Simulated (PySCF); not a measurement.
## Correlation energy of Pt²⁺ (platinum, charge +2)

[Xe] 4f14 5d8, high-spin 3F determinant. Calculation: PySCF 2.14, in x2c-TZVPPall (11s7p7d3f1g, 97 functions); the spin-free X2C one-electron Hamiltonian (Gaussian nucleus). Frozen: [Kr] 4d10 4f14; 16 electrons correlated.

```json
{"level": "CCSD", "correlation energy (mhartree)": "-409.06"}
{"level": "(T)", "correlation energy (mhartree)": "-9.55"}
{"level": "CCSD(T)", "correlation energy (mhartree)": "-418.61"}
```

Diagnostics: T1 = 0.0047, D1 = 0.0090, largest double amplitude 0.031.

**Question.** Is a single reference adequate?

**Answer.** Yes, within this model without spin-orbit coupling: T1 lies below 0.03 and no double amplitude reaches 0.07.

This basis was not built for core-valence correlation, so the inner-shell part is incomplete.
